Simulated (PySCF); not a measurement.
In(F)2(GeH3) (F2GeH3In), SMILES [F][In]([F])[GeH3].

Geometry: PBE0-D3(BJ)/def2-SVP. The structure was generated by enumeration; whether it is a known compound was not checked. The def2 effective core potentials stand for the cores of In; spin–orbit coupling is left out.

The numbers are results of PBE0-D3(BJ)/def2-SVP (PySCF), not measurements.

Frequencies are harmonic and unscaled.

A small imaginary wavenumber (i) marks a very flat motion, where grid noise or a shallow saddle decides the sign.

```tsv
mode	ν (cm⁻¹)	IR (km/mol)	Raman (Å⁴/amu)	depolarisation	moving atoms (share of kinetic energy)
1	19i	0.0	0.0	–	H 93 %
2	71	6.0	1.0	0.75	F 60 %, In 23 %, Ge 14 %
3	107	23.9	0.2	0.75	F 56 %, In 37 %
4	149	32.1	1.5	0.60	F 88 %, Ge 9 %
5	216	1.4	13.0	0.15	Ge 56 %, In 35 %
6	442	1.3	2.2	0.73	H 94 %
7	456	1.3	5.6	0.75	H 95 %
8	607	103.0	9.7	0.11	F 87 %, In 12 %
9	613	66.4	5.8	0.75	F 83 %, In 17 %
10	771	193.7	3.8	0.74	H 96 %
11	878	34.6	24.9	0.75	H 99 %
12	879	34.7	23.0	0.75	H 99 %
13	2170	39.1	301.3	0.02	H 100 %
14	2185	65.7	151.7	0.58	H 98 %
15	2190	71.4	136.5	0.75	H 98 %
```
